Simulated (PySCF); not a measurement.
Run record: excited-state job, `ClB(Cl)[C@@H]1CC[SiH2]C1`.

Method: TDDFT CAM-B3LYP/def2-SVPD, vertical, gas phase, core orbitals frozen in the response (PySCF 2.14.0, density-fitted response routines). Geometry: GFN2-xTB. The input is one job of a driver script: a line of settings, then coordinates in Å.

Input:
```
{"job": {"kind": "uv", "xc": "CAM-B3LYP", "basis": "def2-SVPD", "nstates": 8, "ntriplets": 3}, "charge": 0, "multiplicity": 1}
Cl     3.466364     1.490687    -0.081185
B      2.318896     0.226907    -0.299922
Cl     2.854410    -1.224553    -1.052587
C      0.797194     0.406085     0.120846
C      0.209330    -0.774220     0.913851
C     -1.290647    -0.533424     1.097668
Si    -1.862493     0.246526    -0.543499
C     -0.079678     0.566528    -1.145745
H      0.662562     1.308373     0.727106
H      0.367064    -1.693061     0.346761
H      0.716133    -0.882445     1.875039
H     -1.797883    -1.460293     1.356890
H     -1.451017     0.154985     1.927788
H     -2.588348    -0.674299    -1.420738
H     -2.618505     1.486445    -0.346738
H      0.211755    -0.176279    -1.888864
H      0.077864     1.544069    -1.596580
```

Output:
```
coarse grid: 15888 points
cycle   1  E = -1391.8868068365  dE =  1.075e+00  |g| = 4.198e-01  |ddm| = 6.326e+00
cycle   2  E = -1391.8996782117  dE = -1.287e-02  |g| = 3.953e-01  |ddm| = 1.419e+00
cycle   3  E = -1391.9397461917  dE = -4.007e-02  |g| = 4.177e-02  |ddm| = 7.011e-01
cycle   4  E = -1391.9402507670  dE = -5.046e-04  |g| = 1.675e-02  |ddm| = 1.390e-01
cycle   5  E = -1391.9403285110  dE = -7.774e-05  |g| = 3.080e-03  |ddm| = 4.282e-02
cycle   6  E = -1391.9403310071  dE = -2.496e-06  |g| = 1.318e-03  |ddm| = 8.280e-03
final grid: 139808 points
cycle   7  E = -1392.1072033217  dE = -3.819e-05  |g| = 4.582e-03  |ddm| = 9.980e-02
cycle   8  E = -1392.1072028634  dE =  4.583e-07  |g| = 4.834e-03  |ddm| = 1.659e-02
cycle   9  E = -1392.1072088928  dE = -6.029e-06  |g| = 2.601e-04  |ddm| = 7.813e-03
cycle  10  E = -1392.1072089113  dE = -1.851e-08  |g| = 1.215e-04  |ddm| = 9.781e-04
cycle  11  E = -1392.1072089156  dE = -4.296e-09  |g| = 3.465e-05  |ddm| = 3.171e-04
cycle  12  E = -1392.1072089160  dE = -3.583e-10  |g| = 8.226e-06  |ddm| = 8.722e-05
converged SCF energy = -1392.1072089160

Static polarisability (au): isotropic 109.711, principal 95.920 103.884 129.328

Singlet excitations
state   eV       nm        f      main configurations
  1   5.7590    215.3   0.02225   H->L 0.75, H-1->L 0.13
  2   6.2949    197.0   0.00067   H-2->L 0.94
  3   7.0723    175.3   0.06260   H-1->L 0.54, H->L 0.17, H-4->L 0.13
  4   7.3576    168.5   0.12527   H-6->L 0.43, H-3->L 0.30, H-5->L 0.11
  5   7.3786    168.0   0.02335   H-5->L 0.73, H-6->L 0.10
  6   7.5182    164.9   0.00649   H->L+1 0.74
  7   7.5502    164.2   0.01352   H-4->L 0.26, H-7->L 0.21, H-6->L 0.17
  8   7.8526    157.9   0.12633   H-7->L 0.64, H-4->L 0.11, H-1->L 0.09

Triplet excitations (Tamm-Dancoff, eV): 5.3216 6.1218 6.3844
```

The SCF starts on a coarse grid where the log names one; the energy can jump when the final grid takes over, and dE then counts from the start density on the new grid. H and L stand for HOMO and LUMO; the number after each pair is its weight.

Problem. Give the mean polarisability as a volume in Å³, and the ratio of the largest to the smallest principal value.

Solution. 109.711 au × 0.148185 = 16.26 Å³; 129.328/95.920 = 1.35.

Main results: HOMO -9.45 eV, LUMO -0.12 eV; lowest singlet 5.76 eV; lowest triplet 5.32 eV (Tamm–Dancoff); mean polarisability 109.7 au.

Hardware: one thread, x86-64 server (shared host). Cost: 64 s.

One conformer stands for the species.
Labels such as C1 count atoms from 1, the log's own numbers from 0.
